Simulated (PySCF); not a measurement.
**Ionising TlSn**

UHF; Tl cc-pVDZ-PP with ECP60, Sn cc-pVDZ-PP with ECP28; scalar-relativistic core potentials (PySCF 2.14). Neutral (UHF): quartet (σ ↑, π ↑↑), Re = 3.003 Å, ωe = 112 cm⁻¹, De = 1.16 eV, HOMO -6.61 eV, LUMO 0.35 eV.

TlSn⁺ (UHF): triplet (σ ↑, π ↑), Re = 3.624 Å, ωe = 53.0 cm⁻¹. The energies at the minima are -384.88973 hartree for TlSn and -384.67973 for TlSn⁺.

(1) Work out the adiabatic ionisation energy, without and with harmonic zero-point energies (1 hartree = 27.2114 eV, 1 eV = 8065.5 cm⁻¹), and the change of the bond length.

These are scalar-relativistic numbers at best; spin–orbit coupling would shift them, the dissociation energy most. Hartree–Fock leaves out correlation, which carries a large part of most bond energies and some tenths to 1 eV of ionisation energies. States were picked by a PBE0 search and need not be the measured ground states.

Results:

(1) At UHF: 0.21000 hartree = 5.714 eV between the minima; the zero-point term (53.0 − 112.0)/2 cm⁻¹ = -0.004 eV makes it 5.711 eV. Re changes by +62.1 pm against the neutral. The electron leaves a π orbital, and the ion is left as a loose complex of an ion and an atom.
